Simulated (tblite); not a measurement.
C3H10OSi2.
SMILES with atom numbers: `[OH:1][Si@H:2]1[CH2:3][CH2:4][CH2:5][SiH2:6]1` (hydrogens: H7 on O1; H8 on Si2; H9, H10 on C3; H11, H12 on C4; H13, H14 on C5; H15, H16 on Si6)

Structure optimised with GFN2-xTB, isolated species.

Question: List the bond lengths, angles and torsions at this level.

Answer: 
```
   bond  length (Å)   order
 O1–Si2       1.634  single
 Si2–C3       1.918  single
  C3–C4       1.530  single
  C4–C5       1.532  single
 C5–Si6       1.917  single
Si2–Si6       2.300  single
  O1–H7       0.954  single
 Si2–H8       1.472  single
  C3–H9       1.091  single
 C3–H10       1.093  single
 C4–H11       1.095  single
 C4–H12       1.094  single
 C5–H13       1.090  single
 C5–H14       1.092  single
Si6–H15       1.468  single
Si6–H16       1.471  single
```

Orders are formal, as drawn. A selection of angles:
```
      angle  degrees
  Si2–O1–H7    122.0
  O1–Si2–C3    113.2
 O1–Si2–Si6    110.5
  O1–Si2–H8    108.2
 C3–Si2–Si6     94.0
  C3–Si2–H8    108.3
 Si6–Si2–H8    122.1
  Si2–C3–C4    108.1
  Si2–C3–H9    113.8
 Si2–C3–H10    110.0
   C4–C3–H9    109.3
  C4–C3–H10    108.9
  H9–C3–H10    106.6
   C3–C4–C5    111.7
  C3–C4–H11    110.1
  C3–C4–H12    108.8
  C5–C4–H11    109.8
  C5–C4–H12    109.0
 H11–C4–H12    107.2
  C4–C5–Si6    109.4
  C4–C5–H13    109.5
  C4–C5–H14    108.8
 Si6–C5–H13    112.7
 Si6–C5–H14    109.9
 H13–C5–H14    106.4
 C5–Si6–H15    109.7
 C5–Si6–H16    109.3
 Si2–Si6–C5     93.0
Si2–Si6–H15    121.7
Si2–Si6–H16    115.3
H15–Si6–H16    106.5
```

Dihedral angles: O1–Si2–C3–C4 142° (anticlinal); Si2–C3–C4–C5 -52° (synclinal); C3–C4–C5–Si6 52° (synclinal); C4–C5–Si6–Si2 -25° (synperiplanar); O1–Si2–Si6–C5 -118° (anticlinal); H7–O1–Si2–C3 58° (synclinal).

O1 (silanol oxygen) is bent (angle 122.0°). Si2 (oxygen-bound silicon) has angles from 94.0° to 122.1°. The 5-membered ring Si2–C3–C4–C5–Si6 has internal angles of 93.0° to 111.7°; it is puckered, 0.21 Å rms from its mean plane, widest ring torsion 52°. Si6 (SiH2 silicon) has angles from 93.0° to 121.7°.

Point group: C1 (no symmetry element, even within 0.4 Å). Its GFN2-xTB frequencies are all real (lowest 79 cm⁻¹). One conformer, not necessarily the lowest (H–O1–Si2–C3 58°, O1–Si2–C3–C4 142°, Si2–C3–C4–C5 -52°, C3–C4–C5–Si6 52°, C4–C5–Si6–Si2 -25°). 2 starts were optimised and ended at 0.00 and 0.27 kcal/mol (GFN2-xTB); the lowest of these is shown.

These are computed values.
